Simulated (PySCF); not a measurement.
Species: C₂F₄O.
SMILES with atom numbers: `[O:1]=[C:2]([F:3])[C:4]([F:5])([F:6])[F:7]`

Cartesian coordinates in Å at the PBE0-D3(BJ)/def2-SVP level; atoms count from 1:
```xyz
7
C2F4O angstrom
O      1.329    0.734   -1.131
C      0.756   -0.087   -0.514
F      1.122   -1.356   -0.450
C     -0.513    0.128    0.326
F     -0.289   -0.245    1.581
F     -1.505   -0.605   -0.167
F     -0.861    1.398    0.304
```

Computed with core-valence-separated Tamm–Dancoff BHandHLYP/aug-pcX-1 in PySCF, non-relativistic, gas phase, PBE0-D3(BJ)/def2-SVP geometry. BHandHLYP without relativity tends to put these K edges a few eV too low, so spacings mean more than positions.

The lowest roots of each edge with f over 0.003 (five at most, numbered afresh; weaker and dark ones are left out), with transition dipoles (au) in the frame of the coordinates:

```csv
root,edge,E (eV),f,μx,μy,μz
1,C,285.36,0.0842,-0.0621,-0.0224,-0.0876
2,C,290.98,0.0368,0.0401,0.0150,0.0577
3,C,291.13,0.0270,-0.0156,0.0594,-0.0036
4,C,292.64,0.0180,-0.0234,0.0439,0.0049
5,C,292.74,0.1006,-0.0057,-0.1135,0.0334
6,O,529.05,0.0518,-0.0358,-0.0129,-0.0505
7,O,536.31,0.0103,0.0154,-0.0229,-0.0049
8,O,537.39,0.0097,-0.0189,-0.0112,0.0161
9,F,685.10,0.0141,0.0165,0.0060,0.0231
10,F,686.06,0.0206,0.0303,0.0175,0.0009
11,F,686.11,0.0198,0.0066,0.0112,-0.0318
12,F,686.83,0.0033,0.0090,-0.0006,0.0106
13,F,687.34,0.0245,0.0120,-0.0362,0.0009
```

Task: Molecules are fixed in this frame and the field points along z. What effective strengths 3 f cos²θ do the roots have (θ between field and μ)?

Result: root 1 (C2): 0.161, root 2 (C4): 0.071, root 3 (C2): 0.000, root 4 (C2): 0.001, root 5 (C4): 0.024, root 6 (O1): 0.099, root 7 (O1): 0.001, root 8 (O1): 0.010, root 9 (F3): 0.027, root 10 (F6): 0.000, root 11 (F5): 0.051, root 12 (F7): 0.006, root 13 (F3): 0.000. Root 1 is the strongest. Averaged over all orientations cos²θ is 1/3, which gives f back.

